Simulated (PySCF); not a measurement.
`FC[C@@H]1CO[SiH2][C@H]1F`, C4H8F2OSi

Molfile (atoms numbered from 1):
```
C4H8F2OSi
     RDKit          3D

 16 16  0  0  0  0  0  0  0  0999 V2000
   -1.9078   -1.0857    1.1444 F   0  0  0  0  0  0  0  0  0  0  0  0
   -1.9398   -0.0437    0.2484 C   0  0  0  0  0  0  0  0  0  0  0  0
   -0.5445    0.2438   -0.2909 C   0  0  2  0  0  0  0  0  0  0  0  0
    0.0984   -0.9894   -0.9369 C   0  0  0  0  0  0  0  0  0  0  0  0
    1.4908   -0.8035   -1.0310 O   0  0  0  0  0  0  0  0  0  0  0  0
    2.1407    0.2369    0.0470 Si  0  0  0  0  0  4  0  0  0  0  0  0
    0.4314    0.7333    0.7831 C   0  0  1  0  0  0  0  0  0  0  0  0
    0.2570    2.0942    0.9840 F   0  0  0  0  0  0  0  0  0  0  0  0
   -2.3364    0.8235    0.7853 H   0  0  0  0  0  0  0  0  0  0  0  0
   -2.6269   -0.3393   -0.5512 H   0  0  0  0  0  0  0  0  0  0  0  0
   -0.6293    1.0390   -1.0386 H   0  0  0  0  0  0  0  0  0  0  0  0
   -0.0982   -1.8764   -0.3258 H   0  0  0  0  0  0  0  0  0  0  0  0
   -0.2864   -1.1619   -1.9453 H   0  0  0  0  0  0  0  0  0  0  0  0
    2.9581   -0.4688    1.0242 H   0  0  0  0  0  0  0  0  0  0  0  0
    2.7717    1.3424   -0.6564 H   0  0  0  0  0  0  0  0  0  0  0  0
    0.2136    0.2647    1.7482 H   0  0  0  0  0  0  0  0  0  0  0  0
  1  2  1  0
  2  3  1  0
  3  4  1  0
  4  5  1  0
  5  6  1  0
  6  7  1  0
  7  8  1  0
  7  3  1  0
  2  9  1  0
  2 10  1  0
  3 11  1  6
  4 12  1  0
  4 13  1  0
  6 14  1  0
  6 15  1  0
  7 16  1  1
M  END
```

Computed, not measured: TDDFT wB97X-D/def2-SVPD circular dichroism and optical rotation, one conformer, gas phase (PySCF 2.14.0). Geometry: GFN2-xTB.

The molecule is flexible and this is one conformer; a measurement averages over conformers.

Question: Draw the ECD and absorption spectra from the lowest 16 states, each a Gaussian of half-width 0.25 eV at 1/e height.

Answer: 
```csv
E (eV),λ (nm),Δε (L mol⁻¹ cm⁻¹),ε (L mol⁻¹ cm⁻¹)
6.56,189,-0.12,38.5
6.66,186,-0.54,163
6.76,183,-1.81,500
6.86,181,-4.43,1120
6.96,178,-7.94,1810
7.06,176,-10.41,2130
7.16,173,-9.98,1820
7.26,171,-6.99,1130
7.36,168,-3.60,519
7.46,166,-1.50,207
7.56,164,-1.04,194
7.66,162,-2.07,457
7.76,160,-4.53,985
7.86,158,-8.13,1650
7.96,156,-12.67,2210
8.06,154,-19.04,2640
8.16,152,-27.62,3180
8.26,150,-33.84,3920
8.36,148,-28.30,4570
8.46,147,-6.53,4870
8.56,145,+23.16,5120
8.66,143,+45.90,5960
8.76,142,+53.37,7960
8.86,140,+47.44,10900
8.96,138,+33.41,13200
9.06,137,+15.18,13300
9.16,135,-3.24,11200
```
Δε uses R in velocity form, ε uses f in length form. Only the states computed contribute, so the short-wavelength end is incomplete.

The sign of the CD band at 134 nm isn't settled: the length form gives the opposite one.
